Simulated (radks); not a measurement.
Mn XIII, 13 electrons, occupied as [He] 2s2 2p(1/2: 2, 3/2: 3) 3s2 3p(1/2: 2, 3/2: 0) (not the ground configuration).

All-electron calculation, Dirac Kohn-Sham, relativistic LDA (MacDonald-Vosko exchange, VWN5 correlation), spin-unpolarised, spherical densities, finite nucleus; Fermi nuclear charge, rms radius 3.7057 fm. Program: a radial shooting solver on a logarithmic mesh with Libxc functionals.

Energy parts (eV):
total: -29130.535
kinetic: 29494.439
electron-nucleus: -64751.740
Hartree: 7133.672
exchange-correlation: -1006.906

Orbitals (lengths in bohr, moments of r in powers of bohr; <r^-3> diverges for s and p1/2; r(90%) holds 90 % of the orbital's charge):
orbital  occ.  eigenvalue (eV)  <r^-3>  r(90%)
1s1/2       2        -6812.995       -   0.109
2s1/2       2        -1112.172       -   0.424
2p1/2       2        -1015.684       -   0.390
2p3/2       3        -1004.693   430.0   0.393
3s1/2       2        -368.7348       -    1.04
3p1/2       2        -338.1763       -    1.05
3p3/2       0        -335.9952   85.67    1.06

The highest occupied level is 3p1/2 at -338.18 eV. The electron density at the nucleus is 1.318e+04 e/bohr^3. The density falls to 0.001 e/bohr^3 at r = 1.71 bohr.
